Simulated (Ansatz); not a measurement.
Reaction (formal exchange of groups at the Si–Al bond): `[OH][AlH][SiH2]O` + `NC(F)OCF` → `NC(F)[SiH2]O` + `[OH][AlH][O]CF`

Computed with Ansatz on PBE0-D4/def2-TZVP structures; ΔE is electronic, products minus reactants. CCSD(T)/CBS adds triple-zeta CCSD(T) − MP2 to the extrapolated MP2 energy (def2 sets, frozen cores). Functionals use def2-TZVPP. B3LYP here is the variant with VWN-RPA as its local correlation; programs differ in this. Each species was taken in one conformer, which may not be the lowest.

`[OH][AlH][SiH2]O`:

```xyz
9

O    -1.422   -1.160   -1.566
Al    0.150   -1.164   -0.917
Si    0.773    0.647    0.647
O    -0.533    1.592    1.064
H    -2.047   -0.458   -1.391
H     1.076   -2.361   -1.387
H     1.441    0.111    1.875
H     1.740    1.590    0.020
H    -1.179    1.203    1.655
```

`NC(F)OCF`:

Z-matrix (Å, degrees):
```
C
F 1 1.407
O 1 1.384 2 107.5
N 1 1.395 2 112.9 3 118.6
H 1 1.094 2 104.9 3 -119.8
C 3 1.379 1 115.3 2 -63.8
H 4 1.012 1 111.3 2 -64.1
H 4 1.009 1 111.8 2 60.1
F 6 1.376 3 110.4 1 -72.8
H 6 1.090 3 106.7 1 169.7
H 6 1.093 3 112.0 1 46.7
```

`NC(F)[SiH2]O`:

Z-matrix (Å, degrees):
```
C
F 1 1.431
Si 1 1.895 2 105.4
N 1 1.400 2 112.9 3 -123.2
H 1 1.094 2 105.0 3 117.8
O 3 1.645 1 106.8 2 164.0
H 3 1.486 1 109.9 2 43.2
H 3 1.491 1 107.7 2 -75.5
H 4 1.011 1 114.1 2 -63.6
H 4 1.010 1 113.8 2 64.5
H 6 0.957 3 118.4 1 -171.3
```

`[OH][AlH][O]CF`:

Cartesian coordinates in Å:
```
O -0.287 -1.291 1.781
Al 0.628 -1.263 0.365
O 0.523 -0.008 -0.781
C -0.190 1.136 -0.896
F -1.037 1.307 0.198
H -0.904 -0.588 1.981
H 1.635 -2.416 0.047
H -0.835 1.112 -1.781
H 0.468 2.011 -0.914
```

```tsv
level	ΔE (kJ/mol)	difference from CCSD(T)/CBS
PBE-D4	-148.3	20.0
r2SCAN-D4	-163.2	5.1
PBE0-D4	-150.6	17.7
B3LYP-D4	-170.1	-1.8
ωB97X-V	-160.3	8.0
ωB97M-V	-171.0	-2.7
B2PLYP	-171.5	-3.2
PBE	-146.5	21.8
r2SCAN	-162.9	5.4
PBE0	-149.2	19.1
B3LYP	-167.1	1.2
HF/def2-TZVPP	-166.2	2.1
MP2/def2-TZVPP	-176.7	-8.4
SCS-MP2/def2-TZVPP	-174.2	-5.9
CCSD/def2-TZVPP	-164.7	3.6
CCSD(T)/def2-TZVPP	-163.0	5.3
HF/def2-QZVPP	-167.8	0.5
MP2/def2-QZVPP	-180.3	-12.0
SCS-MP2/def2-QZVPP	-177.9	-9.6
HF/CBS(def2)	-168.1	0.2
MP2/CBS(def2)	-182.0	-13.7
CCSD/CBS(def2)	-170.0	-1.7
CCSD(T)/CBS	-168.3	0
```

Largest T1 diagnostic among the species: 0.013.

The D4 term adds −3.0 kJ/mol with B3LYP and −1.4 kJ/mol with PBE0; it sums over pairs of atoms, weighted by their polarisabilities, and B3LYP, whose exchange is more repulsive, gets the larger term.
